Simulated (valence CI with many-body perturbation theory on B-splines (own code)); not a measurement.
# Energy levels of Cu15+

Level of theory: configuration interaction combined with many-body perturbation theory (CI+MBPT): four valence electrons over a frozen Dirac-Fock core [Ne], radial functions for each j: 11 s, 11 p, 10 d, 8 f, 5 g, 2 h, with the one-electron correlation potential Σ1 (screened to all orders), the two-electron term Σ2, the three-electron term Σ3, Breit, model QED; selected single and double excitations, second order for the rest, scaled by the run's own slope (own B-spline code, finite nucleus).

No measured levels were compared; by estimate levels of excited configurations hold to 0.05 to 0.15 % of their energy, terms of the ground configuration to about 0.5 %. Among the levels kept, up to 830 cm⁻¹ of a level comes from second order outside the variational space, and about a tenth of that is noise between levels of different J, which matters for small intervals.

Levels 136 to 172 of 172, with energies above the lowest level, 3s2 3p2 3P_0. "Leading %" is the weight of the configuration and term that name the level; weights of strongly mixed levels are sums over their largest components and can fall short. In the jj column 3d3/2^4 stands for four electrons in 3d with j = 3/2. Lifetimes count E1, E2, E3, M1 and M2 decay at the calculated energies, and are blank where another channel may lead or the interval is too uncertain; long ones can be off by a factor of two.

```
No.  Configuration  Term  J  E (cm⁻¹)  Leading %  Lifetime    Second component                   Leading jj
136      3s 3p 3d2   5D°  2   1373200         67   22.6 ps  23 % 3s 3p 3d2 5F°  3s 3p1/2 3d3/2 3d5/2 (65 %)
137      3s 3p 3d2   5D°  3   1376300         52   19.9 ps  35 % 3s 3p 3d2 5F°  3s 3p1/2 3d3/2 3d5/2 (51 %)
138      3s 3p 3d2   5F°  1   1378900         85   13.3 ps  12 % 3s 3p 3d2 5D°      3s 3p1/2 3d3/2^2 (35 %)
139      3s 3p 3d2   5F°  2   1382100         70   14.4 ps  25 % 3s 3p 3d2 5D°  3s 3p1/2 3d3/2 3d5/2 (28 %)
140      3s 3p 3d2   5F°  4   1382200         52   17.3 ps  44 % 3s 3p 3d2 5D°      3s 3p1/2 3d5/2^2 (48 %)
141      3s 3p 3d2   5F°  3   1387300         58   15.5 ps  31 % 3s 3p 3d2 5D°  3s 3p3/2 3d3/2 3d5/2 (30 %)
142         3p3 3d   1F°  3   1391800         25   12.0 ps  25 % 3s 3p 3d2 1F°   3p1/2^2 3p3/2 3d5/2 (25 %)
143      3s 3p 3d2   5F°  5   1392700         96   13.8 ps                          3s 3p3/2 3d5/2^2 (47 %)
144      3s 3p 3d2   5P°  1   1394000         91   20.7 ps                      3s 3p1/2 3d3/2 3d5/2 (44 %)
145      3s 3p 3d2   5D°  4   1395200         55   19.0 ps  42 % 3s 3p 3d2 5F°  3s 3p3/2 3d3/2 3d5/2 (71 %)
146         3p3 3d   1F°  3   1398100         71   23.7 ps      6 % 3p3 3d 3D°   3p1/2 3p3/2^2 3d5/2 (29 %)
147      3s 3p 3d2   5P°  2   1400800         88   20.2 ps   8 % 3s 3p 3d2 5D°  3s 3p1/2 3d3/2 3d5/2 (25 %)
148         3p3 3d   1D°  2   1405300         30   12.0 ps     20 % 3p3 3d 3D°   3p1/2 3p3/2^2 3d5/2 (29 %)
149      3s 3p 3d2   3F°  2   1407900         64   20.2 ps     13 % 3p3 3d 3F°      3s 3p1/2 3d3/2^2 (24 %)
150      3s 3p 3d2   5P°  3   1410600         82   19.8 ps  12 % 3s 3p 3d2 5D°  3s 3p3/2 3d3/2 3d5/2 (68 %)
151      3s 3p 3d2   3F°  3   1415800         47   18.9 ps     12 % 3p3 3d 3F°  3s 3p3/2 3d3/2 3d5/2 (19 %)
152         3p3 3d   3D°  1   1417800         46   11.8 ps  35 % 3s 3p 3d2 3D°  3s 3p3/2 3d3/2 3d5/2 (27 %)
153         3p3 3d   3D°  3   1419200         28   11.9 ps     17 % 3p3 3d 1F°         3p3/2^3 3d3/2 (27 %)
154      3s 3p 3d2   5D°  4   1422100         54   14.5 ps  27 % 3s 3p 3d2 3F°      3s 3p3/2 3d5/2^2 (53 %)
155      3s 3p 3d2   5D°  2   1425000         93   10.3 ps                      3s 3p3/2 3d3/2 3d5/2 (49 %)
156      3s 3p 3d2   5D°  1   1425500         97   10.2 ps                          3s 3p3/2 3d3/2^2 (45 %)
157      3s 3p 3d2   5D°  3   1425700         84   10.8 ps   7 % 3s 3p 3d2 5P°  3s 3p3/2 3d3/2 3d5/2 (56 %)
158      3s 3p 3d2   5D°  0   1425800         99   10.2 ps                          3s 3p3/2 3d3/2^2 (62 %)
159         3p3 3d   1D°  2   1428700         31   12.3 ps     16 % 3p3 3d 3D°         3p3/2^3 3d3/2 (38 %)
160      3s 3p 3d2   5D°  4   1429100         45   13.8 ps  44 % 3s 3p 3d2 3F°  3s 3p3/2 3d3/2 3d5/2 (39 %)
161      3s 3p 3d2   3H°  4   1433500         88   35.1 ps   6 % 3s 3p 3d2 3G°  3s 3p1/2 3d3/2 3d5/2 (72 %)
162         3p3 3d   3D°  1   1435100         42   11.5 ps  41 % 3s 3p 3d2 3D°      3s 3p3/2 3d3/2^2 (20 %)
163      3s 3p 3d2   3D°  2   1438700         40   12.8 ps     38 % 3p3 3d 3D°   3p1/2 3p3/2^2 3d5/2 (26 %)
164      3s 3p 3d2   3H°  5   1441500         76   30.1 ps  16 % 3s 3p 3d2 3G°  3s 3p1/2 3d3/2 3d5/2 (58 %)
165      3s 3p 3d2   3D°  3   1444000         37   15.3 ps     28 % 3p3 3d 3D°      3s 3p3/2 3d5/2^2 (41 %)
166      3s 3p 3d2   3G°  3   1455000         80   16.0 ps     14 % 3p3 3d 3G°  3s 3p1/2 3d3/2 3d5/2 (32 %)
167      3s 3p 3d2   3G°  4   1458900         73   17.1 ps     12 % 3p3 3d 3G°  3s 3p3/2 3d3/2 3d5/2 (40 %)
168      3s 3p 3d2   3S°  1   1459900         74   9.76 ps     18 % 3p3 3d 3S°  3s 3p3/2 3d3/2 3d5/2 (42 %)
169      3s 3p 3d2   3H°  6   1460700         99   37.3 ps                      3s 3p3/2 3d3/2 3d5/2 (78 %)
170      3s 3p 3d2   5S°  2   1461300         95   7.28 ps                      3s 3p3/2 3d3/2 3d5/2 (45 %)
171      3s 3p 3d2   3G°  5   1464700         65   18.4 ps  22 % 3s 3p 3d2 3H°  3s 3p3/2 3d3/2 3d5/2 (45 %)
172      3s 3p 3d2   3G°  3   1468900         87   21.2 ps      7 % 3p3 3d 3G°  3s 3p1/2 3d3/2 3d5/2 (41 %)
```

Names give the largest LS component (configuration and term), which can be under half, so a name can repeat, a term be missing and a line seem to break the LS rules; names also repeat where a configuration has a term twice.

Where two levels of one J and parity lie close, their mixing, g and order are uncertain.
